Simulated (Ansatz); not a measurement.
Isolated molecules relaxed with PBE0-D4/def2-TZVP in Ansatz; ΔE leaves out vibrations. CCSD(T)/CBS is the MP2 limit (def2-TZVPP, def2-QZVPP) plus CCSD(T) − MP2 in def2-TZVPP, frozen cores. DFT in def2-TZVPP. B3LYP here is the variant with VWN-RPA as its local correlation; programs differ in this. For Br, Zn outer-core shells are correlated without core-valence functions, which leaves a few kJ/mol of doubt a bond. Scalar relativity is left out up to krypton. Each species was taken in one conformer, which may not be the lowest.

Reaction (substitution at a C–Zn bond): `[CH3][Zn][Br]` + `[SiH3]SS` → `CSS[SiH3]` + `[ZnH][Br]`

**Question.** Is it downhill or uphill in electronic energy at CCSD(T)/CBS, and by how much? (Estimate.)

**Answer.** Ansatz gave: Uphill: ΔE = +29.4 kJ/mol.

**Question.** What do these levels give: PBE0-D4, ωB97X-V, ωB97M-V, PBE-QIDH, PBE, PBE0, B3LYP, CAM-B3LYP, CCSD/def2-TZVPP, HF/def2-QZVPP, SCS-MP2/def2-QZVPP, CCSD/CBS(def2)? (Best estimate.)

**Answer.** Computed: PBE0-D4 22.9, ωB97X-V 23.3, ωB97M-V 24.9, PBE-QIDH 26.4, PBE 27.1, PBE0 26.5, B3LYP 29.8, CAM-B3LYP 28.5, CCSD/def2-TZVPP 29.3, HF/def2-QZVPP 22.6, SCS-MP2/def2-QZVPP 28.9, CCSD/CBS(def2) 30.3 kJ/mol.

Largest T1 diagnostic among the species: 0.012.

From BLYP to BHLYP (50 % exact exchange), in def2-TZVPP and without D4, ΔE moves by −3.9 kJ/mol. The D4 term adds −6.6 kJ/mol with B3LYP and −3.6 kJ/mol with PBE0; it sums over pairs of atoms, weighted by their polarisabilities, and B3LYP, whose exchange is more repulsive, gets the larger term.
